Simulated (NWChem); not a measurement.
A series in which one site is exchanged, each optimised at PBE0/def2-SVP with NWChem, gas phase unless a solvent is named. This build's default masses of Se (78.918 u) and Br (79.917 u) are each other's, which moves their modes by up to 0.6 %. Some are not confirmed as minima by frequencies. def2 effective core potentials on Cd; no spin-orbit coupling.

A: [Cd]([Cl])[GeH3] (CdGeH3Cl; site = Cd)
B: [GeH3][Be][Cl] (BeGeH$_{3}$Cl; site = Be)
C: [Mg]([GeH3])[Cl] (MgGeH3Cl; site = Mg)
D: Cl[Se][GeH3] (GeH₃SeCl; site = Se)

```tsv
quantity	A	B	C	D
dipole (D), PBE0/def2-SVP	2.48	0.19	[?]	2.09
orbital gap (eV), PBE0/def2-SVP	6.91	7.19	[?]	4.53
vertical ionisation energy, ΔSCF, PBE/def2-SVP (eV)	9.77	10.38	[?]	8.75
static polarisability, PBE0/def2-SVPD (bohr³)	84.1	65.2	[?]	76.2
```

What belongs in the gaps?


- dipole (D), PBE0/def2-SVP, C: 1.30
- orbital gap (eV), PBE0/def2-SVP, C: 6.26
- vertical ionisation energy, ΔSCF, PBE/def2-SVP (eV), C: 9.40
- static polarisability, PBE0/def2-SVPD (bohr³), C: 80.2
